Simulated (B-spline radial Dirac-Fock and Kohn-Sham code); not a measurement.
**Radiative decay of the M3 hole in As²⁺**

System: the As²⁺ ion, configuration 1s2 2s2 2p6 3s2 3p6 3d10 4s2 4p1, inside a Watson sphere of charge -2 and radius 2.4 Å (a model of the Madelung potential; inside it an electron's potential energy is raised by 12.0 eV).

Calculated with an atomic code on a B-spline grid, using one-electron (LDA, Dirac) transition rates at Dirac-Fock energies.

```csv
line,multipole,energy (eV),rate (s⁻¹),share (%)
M3-M4,E1,102.7,2.79e+10,8.62
M3-M5,E1,103.4,2.58e+11,79.5
M3-N1,E1,138.1,3.83e+10,11.8
```

The listed lines hold 100.0 % of the radiative rate. The radiative width is 0.000213 eV in the length form and 0.000171 eV in the velocity form; the two differ because the transition energies are not eigenvalue differences of the potential that gave the orbitals.
